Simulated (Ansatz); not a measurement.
A made-up structure of SiH3SeO (charge -1), closed shell:

```csv
atom,x (Å),y (Å),z (Å)
O1,1.9902,-1.0862,1.2190
Se2,0.5998,-1.6154,0.3469
Si3,-0.4296,0.3083,-0.2620
H4,-1.6729,-0.0247,-1.0395
H5,0.2724,-3.0790,0.5215
H6,-0.8673,1.1931,0.8717
```

It is relaxed with PBE-D4/def2-SVPD and then PBE0-D4/def2-TZVPD (Ansatz 0.2.0). Atoms count as bonded within 1.22 times the sum of their covalent radii (H–H: 0.88 Å). The end point is not checked to be a true minimum.

Does its bonding change? (A judgement: the text doesn't fix the answer.)

The calculation gives: No: no bond forms or breaks.

Where it ends: The first stage lowers the energy by 1.61 eV in 15 steps. It ends as SiH₃SeO ([O][SeH][SiH2]), total charge -1:
```
6
angstrom
O 2.1628 -1.3506 1.0265
Se 0.8143 -1.5621 0.0464
Si -0.3485 0.5620 -0.2944
H -1.3721 -0.2599 -1.1027
H -0.2087 -2.1623 0.9760
H -1.1553 0.4689 1.0058
```

Labels in which every atom is bracketed show which atoms are joined, not bond orders.

For scale, one of the runs: PBE0-D4/def2-TZVPD relaxation, 167 basis functions, launched by `ansatz run in.yaml --threads 2 --pin off --events-out ev --progress --plain --max-ram 4352MiB`. Hardware: 2 CPU threads of an Arm Neoverse V2, shared host. Wall time about 37 s.
